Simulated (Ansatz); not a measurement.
Mulliken charges of BH₄OS₂Sb, SMILES `O[BH][Sb]([SH])[SH]` from PBE/def2-TZVPP in Ansatz (PBE0-D4/def2-TZVP geometry).

```
atom   x (Å)   y (Å)   z (Å)  charge (e)
  O1   0.397   1.577  -1.141      -0.275
  B2  -0.005   0.386  -0.558      -0.077
 Sb3   1.371  -0.508   1.024       0.391
  S4   0.508  -2.746   0.962      -0.329
  S5  -0.892   0.629   1.337      -0.151
  H6  -0.171   1.839  -1.868       0.192
  H7  -0.699  -0.423  -1.115      -0.021
  H8  -0.081  -2.632  -0.242       0.131
  H9  -0.338   1.831   1.584       0.139
```

Question: By hand: the dipole of these point charges (1 e Å = 4.8032 D).

Answer: Σ q r = (0.319, 0.418, 0.092) e Å, of length 0.534 e Å = 2.56 D.

Question: How does the dipole of the full density compare? (Best estimate.)

Answer: Ansatz gave: (-0.036, 0.313, -0.165) e Å, 1.71 D; the point charges give 1.50 times that, at 57° from its direction.

Point charges leave out the atoms' own dipoles, such as those of lone pairs, and Mulliken's split depends on the basis, so the two needn't agree.
